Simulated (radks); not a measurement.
Question: Isoelectronic series with 13 electrons, all held in the configuration [Ne] 3s2 3p1, which need not be the ground one along the series. Method: non-relativistic Kohn-Sham, PBE, spin-polarised, spherical densities, point nucleus; open shells are filled with parallel spins first; computed with a radial shooting solver on a logarithmic mesh with Libxc functionals. Total energies (hartree) and orbital eigenvalues (eV) (* marks an orbital that is empty in some or all of the ions):

| ion | E (hartree) | 3p down* | 3p up | 3s down | 3s up |
|---|---|---|---|---|---|
| Al | -242.23204 | -2.2320 | -3.0179 | -7.2590 | -8.0238 |
| Si+ | -288.92792 | -11.0255 | -12.1257 | -18.3436 | -19.4536 |
| P2+ | -339.99746 | -23.4989 | -24.8779 | -33.0656 | -34.4744 |
| S3+ | -395.42611 | -39.3541 | -40.9945 | -51.1402 | -52.8253 |
| Cl4+ | -455.20603 | -58.4595 | -60.3512 | -72.4453 | -74.3929 |
| Ar5+ | -519.33243 | -80.7437 | -82.8801 | -96.9149 | -99.1161 |
| K6+ | -587.80218 | -106.1634 | -108.5401 | -124.5095 | -126.9578 |
| Ca7+ | -660.61309 | -134.6905 | -137.3043 | -155.2036 | -157.8943 |
| Sc8+ | -737.76359 | -166.3059 | -169.1544 | -188.9798 | -191.9091 |
| Ti9+ | -819.25253 | -200.9959 | -204.0774 | -225.8256 | -228.9908 |
| V10+ | -905.07902 | -238.7508 | -242.0637 | -265.7321 | -269.1309 |
| Cr11+ | -995.24237 | -279.5628 | -283.1061 | -308.6925 | -312.3230 |
| Mn12+ | -1089.74204 | -323.4264 | -327.1991 | -354.7017 | -358.5622 |
| Fe13+ | -1188.57759 | -370.3371 | -374.3383 | -403.7554 | -407.8448 |
| Co14+ | -1291.74868 | -420.2911 | -424.5205 | -455.8505 | -460.1677 |
| Cu16+ | -1511.09633 | -529.3188 | -534.0026 | -569.1552 | -573.9252 |
| Zn17+ | -1627.27246 | -588.3881 | -593.2986 | -630.3608 | -635.3562 |
| Ga18+ | -1747.78322 | -650.4921 | -655.6289 | -694.6000 | -699.8201 |
| Ge19+ | -1872.62846 | -715.6296 | -720.9924 | -761.8715 | -767.3157 |
| As20+ | -2001.80807 | -783.7993 | -789.3878 | -832.1743 | -837.8422 |
| Se21+ | -2135.32194 | -855.0003 | -860.8143 | -905.5076 | -911.3987 |
| Br22+ | -2273.16996 | -929.2318 | -935.2711 | -981.8705 | -987.9845 |

Estimate the row of Ni15+.

Answer: E (hartree) -1399.25500; 3p down* -473.2858; 3p up -477.7426; 3s down -510.9845; 3s up -515.5285.
